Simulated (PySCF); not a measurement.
# Structure elucidation problem

An unknown has the formula C3H11ClO2Si3. Its calculated NMR data are:

1H NMR (400 MHz, computed): δ 5.81 (m, 1H), 5.39 (m, 1H), 5.14 (s, 3H), 1.58 (s, 3H), 1.48 (s, 3H).

13C{1H} NMR (computed): δ 81.0 (C), 32.1 (CH3), 30.9 (CH3).

Theory: GFN2-xTB structure, GIAO PBE0/pcSseg-1 shieldings, in PySCF 2.14.0 with density-fitted response routines (averaged over atoms made equivalent by symmetry, fast rotation or ring inversion, non-relativistic, gas phase, a single conformation).

Referencing at the same level of theory: TMS for 1H (σ = 31.72 ppm) and 13C (σ = 186.93 ppm).

Deduce the structure.

## Answers


The formula gives 1 degree of unsaturation (1 ring in the answer). 3 carbon signals for 3 carbons: no two carbons are equivalent. Carbon types of the structure: 1 × C, 2 × CH3, leaving 5 H on heteroatoms. δC 81.0: fully substituted sp3 carbon bonded to O and Si; deshielded by the electronegative neighbour. δC 32.1, 30.9: methyl carbon; saturated and bonded to C and H only. δH 5.81: hydrogen on a silicon bonded to C, Cl, Si, in a 4-membered ring. δH 5.39: hydrogen on a silicon bonded to 2 O, Si, in a 4-membered ring. δH 5.14: hydrogen on a silicon bonded to O. δH 1.58, 1.48: hydrogen on a methyl carbon.

These data were computed for SMILES CC1(C)O[Si@@H](O[SiH3])[Si@@H]1Cl.

The shifts were computed for this structure.

Shifts are as computed. Against solution values, carbons near 30 ppm lie about +3 ppm off and those near 130 ppm about +5 ppm. Of 1211 compounds with measured shifts, 218 miss one by over three times the rms of a fit or turn the order of signals round; such compounds aren't used in these exercises. No couplings were computed; multiplicities are counted from neighbouring protons, with m where these are inequivalent, close in shift, in a saturated or five-membered ring or joined by F or P, and br s for small geminal =CH2 splittings.
